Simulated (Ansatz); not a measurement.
All numbers were calculated with Ansatz.

Basis-set series for CH$_{3}$BClN. The species carries charge 0 and has multiplicity 1. The bonds changed during the relaxation, so this is another structure than the one it started from. Geometry: relaxed with PBE0-D4/def2-TZVP. It is one conformer, not always the lowest.

Cartesian coordinates in Å:
```
B 0.242 0.668 0.676
C -0.201 -0.283 -0.476
N -0.527 -0.987 -1.326
Cl 1.062 -0.424 1.929
H 0.992 1.465 0.166
H -0.773 1.185 1.077
H -0.794 -1.623 -2.046
```

| functional | basis | functions | energy (Eh) | HOMO (eV) | LUMO (eV) |
| --- | --- | --- | --- | --- | --- |
| PBE0-D4 | def2-SVP | 75 | -579.17606 | -7.17 | -1.10 |
| PBE0-D4 | def2-QZVPP | 331 | -579.48826 | -7.47 | -1.38 |
| ωB97M-V | def2-SVP | 75 | -579.39690 | -9.33 | 1.20 |
| ωB97M-V | def2-QZVPP | 331 | -579.71302 | -9.70 | 0.61 |

(1) Give the rows for def2-TZVPP. (An estimate is asked.)

## Answers

(1) The calculation gave: 
```
functional       basis  functions  energy (Eh)  HOMO (eV)  LUMO (eV)
   PBE0-D4  def2-TZVPP        177   -579.46793      -7.42      -1.31
   ωB97M-V  def2-TZVPP        177   -579.69396      -9.64       0.90
```

Positive LUMOs are unbound and depend on the basis.
